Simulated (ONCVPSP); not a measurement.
**What one change does to a pseudopotential (Mn, ONCV)**

* Element: Mn (Z = 25)
* Generator: ONCVPSP 4.0.1
* Type: optimised norm-conserving Vanderbilt (ONCV)
* Functional: PBE
* Relativity: fully relativistic
* Frozen core: [Ar]
* Valence charge: 7
* Reference configuration: 3d5 4s1.75 4p0.25
* Partial waves: 4s: rc 2.25 bohr, ncon 4, nbas 9, qcut 2.5 1/bohr, 2 projectors, debl 1.3 Ha; 4p: rc 3.70 bohr, ncon 4, nbas 9, qcut 1.9 1/bohr, 2 projectors, debl 0.6 Ha; 3d: rc 1.70 bohr, ncon 3, nbas 7, qcut 8.7 1/bohr, 2 projectors, debl 3.4 Ha
* Local potential: polynomial inside 1.20 bohr (lpopt 5, dvloc0 0 Ha)
* Core correction: Teter function, fcfact 5, rcfact 1.1

Open shells are filled in proportion to 2j + 1.

All-electron outer shells of the reference configuration (PBE, scalar-relativistic, ld1.x):

```json
{"shell": "3s", "level (eV)": "-86.31", "outermost node (bohr)": "0.34", "outermost maximum (bohr)": "0.74"}
{"shell": "3p", "level (eV)": "-55.03", "outermost node (bohr)": "0.31", "outermost maximum (bohr)": "0.75"}
{"shell": "3d", "level (eV)": "-7.19", "outermost node (bohr)": "–", "outermost maximum (bohr)": "0.76"}
{"shell": "4s", "level (eV)": "-5.38", "outermost node (bohr)": "1.05", "outermost maximum (bohr)": "2.51"}
{"shell": "4p", "level (eV)": "-1.58", "outermost node (bohr)": "1.16", "outermost maximum (bohr)": "3.38"}
```

Change: s: debl 4.8.

Cutoffs: the cutoffs (Ha) at which the residual kinetic energy of the hardest occupied pseudo-wave falls to 1 and 0.1 mHa per electron; they do not see the model core or the augmentation charge, which bear on the density cutoff. Errors are all-electron minus pseudo energies relative to the spin-unpolarised reference configuration.

Predict the effect on cutoff, ghosts and configuration errors.

The potential gets neither clearly harder nor softer (30 Ha and 35 Ha → 30 Ha and 35 Ha); the bound ghost in s disappears; of the 3 tests that both files solve, the error grows in 1 and shrinks in 0 by more than 15 % and 0.3 meV (median size 3.0 → 4.4 meV); the range in which the s phases agree narrows (upper end 3.0 → 1.3).

| quantity | base | changed |
| --- | --- | --- |
| cutoff, loose | 30 Ha | 30 Ha |
| cutoff, tight | 35 Ha | 35 Ha |
| bound ghosts | s | none |
| GHOST(+) flags under 300 eV | p3/2 at 31.9 eV, p1/2 at 32.9 eV | p3/2 at 31.9 eV, p1/2 at 32.9 eV, s at 44.7 eV |
| tests with a reliable result | 3 of 4 | 3 of 4 |
| error for 3d5 4s2 4p0, meV [ΔE -0.94 eV] | +0.4 | +0.5 |
| error for 3d5 4s1 4p0, meV [ΔE 7.48 eV] | +3.0 | +4.4 |
| error for 3d5.5 4s1.5 4p0, meV [ΔE -1.42 eV] | -12 | -11 |
| s: phases at 2.29 bohr within 0.05 rad from the reference energy up to (Ha; the scan ends near 5) | 3.0 | 1.3 |
| p3/2: phases at 3.76 bohr within 0.05 rad from the reference energy up to (Ha; the scan ends near 5) | 0.9 | 0.9 |
| p1/2: phases at 3.76 bohr within 0.05 rad from the reference energy up to (Ha; the scan ends near 5) | 0.9 | 0.9 |
| d5/2: phases at 1.73 bohr within 0.05 rad from the reference energy up to (Ha; the scan ends near 5) | to the end of the scan | to the end of the scan |
| d3/2: phases at 1.73 bohr within 0.05 rad from the reference energy up to (Ha; the scan ends near 5) | to the end of the scan | to the end of the scan |
| rms error of d²Exc/dni dnj with the model core, mHa | 6.76 | 6.76 |

 A true bound ghost makes a file unfit for plane-wave use even where its test errors are small: the radial tests pick states by their node count and pass the ghost by.
